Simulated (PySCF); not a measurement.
# Assigning NMR signals

Structure with atom numbers: `[CH3:1][O:2][C:3](=[O:4])[c:5]1[cH:6][p:7][cH:8][p:9][c:10]1[CH:11]=[O:12]` (H(Xn): hydrogen on atom n).

Theoretical values (PySCF 2.14): shieldings: GIAO PBE0/pcSseg-1, GFN2-xTB structure. Rapidly exchanging positions averaged, no solvent model, one computed conformer, relativity neglected.

Referencing at the same level of theory: 13C (σ = 186.93 ppm) and 1H (σ = 31.72 ppm) against TMS.

(1) Assign these signals to the numbered atoms. 13C{1H} NMR (computed): δ 197.1 (CH), 194.3 (CH), 179.5 (C), 166.3 (C), 160.8 (CH), 147.2 (C), 55.0 (CH3).

(2) Assign these signals to the numbered atoms. 1H NMR (600 MHz, computed): δ 11.24 (m, 1H), 10.45 (m, 1H), 9.32 (m, 1H), 4.25 (s, 3H).

Results:

(1) 
197.1 → C11, aldehyde carbonyl carbon: low-lying n→π* states of the double bond to the heteroatom give a large paramagnetic term (-253 ppm)
194.3 → C8, aromatic CH
179.5 → C3, ester carbonyl carbon: it is a carbonyl in resonance with an O or N lone pair, the region of acids, esters and amides
166.3 → C10, substituted aromatic carbon
160.8 → C6, aromatic CH
147.2 → C5, substituted aromatic carbon
55.0 → C1, methyl carbon bonded to O: pulled downfield by the heteroatom

(2) 
11.24 → H(C8), hydrogen on an aromatic CH: aromatic region
10.45 → H(C11), hydrogen on an aldehyde carbonyl carbon: deshielded by the polar, anisotropic C=O bond
9.32 → H(C6), hydrogen on an aromatic CH: ring current plus the deshielding of an ortho carbonyl group
4.25 → H(C1), hydrogen on a methyl carbon bonded to O: its carbon carries O, hence the downfield position

Splittings by 31P in the carbon and heteronuclear signals aren't shown, as no couplings were computed. Shifts are as computed. Against solution values, carbons near 30 ppm lie about +3 ppm off and those near 130 ppm about +5 ppm. Of 1211 compounds with measured shifts, 218 miss one by over three times the rms of a fit or turn the order of signals round; such compounds aren't used in these exercises. No couplings were computed; multiplicities are counted from neighbouring protons, with m where these are inequivalent, close in shift, in a saturated or five-membered ring or joined by F or P, and br s for small geminal =CH2 splittings.
